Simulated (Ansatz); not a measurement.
(BeBr2)n off (charge +1): PBE0-D4/def2-SVP single points in Ansatz on relaxed structures, gas phase. Each cluster is the lowest isomer that a short search found in that spin, judged at the geometry's level, and lower ones may exist. HOMO and LUMO are taken over both spins. The structures are stationary points that may keep the symmetry of their start. Remarks come from the PBE and PBE0 runs and from stability tests at other levels; not every state was tested. HOMO above LUMO (over both spins in singlets and doublets, within one spin in higher multiplets; at PBE or PBE0), or a gap under 0.15 eV within one spin, warns that the state may not be the lowest or that an electron is smeared out.

Task: Estimate the order by gap (eV), lowest first.
A. Be3Br4⁺ (doublet)
B. BeBr2⁺ (doublet)
C. Be2Br2⁺ (doublet)

Result: B (1.56), A (2.60), C (4.00).

In full:

| species | atoms | state | geometry | HOMO (eV) | LUMO (eV) | gap (eV) | point group (within 0.1 Å) | remarks |
| --- | --- | --- | --- | --- | --- | --- | --- | --- |
| BeBr2⁺ | 3 | doublet | PBE0-D4/def2-TZVP | -14.76 | -13.20 | 1.56 | D∞h | near-degenerate levels, HOMO above LUMO, gap within one spin near zero |
| Be2Br2⁺ | 4 | doublet | PBE-D4/def2-TZVP | -11.80 | -7.80 | 4.00 | Cs | – |
| Be3Br4⁺ | 7 | doublet | PBE0-D4/def2-SVP | -10.34 | -7.74 | 2.60 | C3v | – |

The gap (eV) runs from 1.56 (BeBr2⁺) to 4.00 (Be2Br2⁺).
